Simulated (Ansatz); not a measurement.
Saddle point of BPH6O3, singlet (BH₃O₃ ([OH][B]([OH])[OH]) + PH₃ → BPH₄O₂ ([OH][B]([OH])[PH2]) + H₂O; bonds formed: B1–P6, O2–H5; bonds broken: B1–O2, H5–P6), PBE0-D4/def2-TZVP structure:

B1  (-0.303, 0.007, -0.449)
O2  (0.867, 1.003, -0.688)
O3  (-0.040, -1.105, -1.270)
O4  (-1.562, 0.622, -0.413)
H5  (1.216, 0.813, 0.527)
P6  (0.373, -0.193, 1.544)
H7  (1.493, 0.609, -1.309)
H8  (-0.807, -1.676, -1.337)
H9  (-1.729, 1.136, -1.207)
H10  (-0.405, 0.213, 2.642)
H11  (0.897, -1.429, 1.960)
(Å)

Energies are electronic, without zero-point energy. Barriers and step energies count from the start structure reached by relaxing down the imaginary mode; all methods use the PBE0-D4 structures, on which another method's saddle can fall below an end. Computed with Ansatz 0.2.0 (basis: def2-TZVPP, with def2-QZVPP for the basis limit); correlated methods freeze the cores. B3LYP uses VWN-RPA correlation. Extrapolation: Hartree–Fock as exp(−7.88 √X), correlation as X^−2.97.

| method | barrier (kJ/mol) | step energy (kJ/mol) |
| --- | --- | --- |
| SPW92 | ? | 126.0 |
| PBE-D4 | 219.4 | 117.5 |
| BLYP-D4 | 246.8 | 125.4 |
| r2SCAN-D4 | 237.7 | 128.9 |
| B97M-V | 260.5 | 129.4 |
| PBE0-D4 | ? | 124.4 |
| B3LYP-D4 | 260.5 | 131.2 |
| r2SCAN0-D4 | 250.7 | 132.7 |
| BHLYP-D4 | ? | 139.7 |
| CAM-B3LYP-D4 | 265.1 | 136.7 |
| wB97X-V | 256.6 | 129.4 |
| wB97M-V | 258.7 | 131.5 |
| B2PLYP | 265.4 | 132.4 |
| PBE-QIDH | 251.9 | 129.8 |
| RPA on PBE | 262.3 | 129.7 |
| HF | 344.7 | 152.5 |
| MP2 | 253.3 | 128.6 |
| CCSD | 278.0 | 133.8 |
| CCSD(T) | 263.3 | 130.1 |

Problem. Fill in the withheld barriers. (To be estimated.)

Solution. Computed: SPW92 188.8; BHLYP-D4 283.8; PBE0-D4 238.4 kJ/mol. Each is the energy of the saddle less that of the start structure, by the same method.

For comparison, the barrier by CCSD(T) at an estimated basis limit (MP2 extrapolated from triple and quadruple zeta, plus CCSD(T) − MP2 in triple zeta) is 261.0 kJ/mol.

No T1 diagnostic of these runs exceeds 0.013.

Labels in which every atom is bracketed show which atoms are joined, not bond orders.

For scale, one of the runs: CCSD(T)/def2-TZVPP, 250 basis functions, launched by `ansatz run in.yaml --threads 8 --pin off --events-out ev --progress --plain --max-ram 19148MiB`. Hardware: 8 CPU threads of an Arm Neoverse V1, shared host. Wall time 100 s; peak host memory 5.6 GiB.
